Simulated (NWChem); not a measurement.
SnF cation, singlet; SMILES [F][Sn+]

Program: NWChem. Low-valent species are run as closed-shell singlets; no triplet was tried in these runs. def2 effective core potentials on Sn; no spin-orbit coupling. Each level has its own optimisation; frequencies are unscaled.

```json
[
 {"level": "PBE0/def2-TZVP (core potentials)", "r F–Sn (Å)": "1.874", "highest harmonic frequency (cm⁻¹)": "694", "zero-point energy (kcal/mol)": "1.0"},
 {"level": "Hartree-Fock/3-21G (all-electron, non-relativistic)", "r F–Sn (Å)": "1.861", "highest harmonic frequency (cm⁻¹)": "787", "zero-point energy (kcal/mol)": "1.1"},
 {"level": "Hartree-Fock/STO-3G (all-electron, non-relativistic)", "r F–Sn (Å)": "1.792", "highest harmonic frequency (cm⁻¹)": "773", "zero-point energy (kcal/mol)": "1.1"},
 {"level": "PBE0/def2-SVP (core potentials)", "r F–Sn (Å)": "___", "highest harmonic frequency (cm⁻¹)": "695", "zero-point energy (kcal/mol)": "1.0"}
]
```

Question: Some entries are withheld; supply them.

Answer: 
- PBE0/def2-SVP (core potentials), r F–Sn (Å): 1.904
